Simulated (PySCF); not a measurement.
B(Cl)(F)(SH) (BClFHS), SMILES FB(S)Cl. Geometry optimised at B3LYP-D3(BJ)/def2-SVP. One conformer was computed; it need not be the lowest.

TDDFT-CAM-B3LYP/def2-SVPD in PySCF 2.14.0 puts the lowest singlet excitations at 6.72, 6.73, 7.28, 7.44, 7.84, 8.31 eV.

Task: What are the lowest excitation roots from ADC(2)/aug-cc-pVDZ (PySCF)? (An estimate is asked for; the answer gives what the named calculation found.)

Result: 6.88, 6.89, 7.60, 7.75, 8.12, 8.37 eV. S1 differs by 0.16 eV (second minus first; roots are paired by order, and the bases may differ).
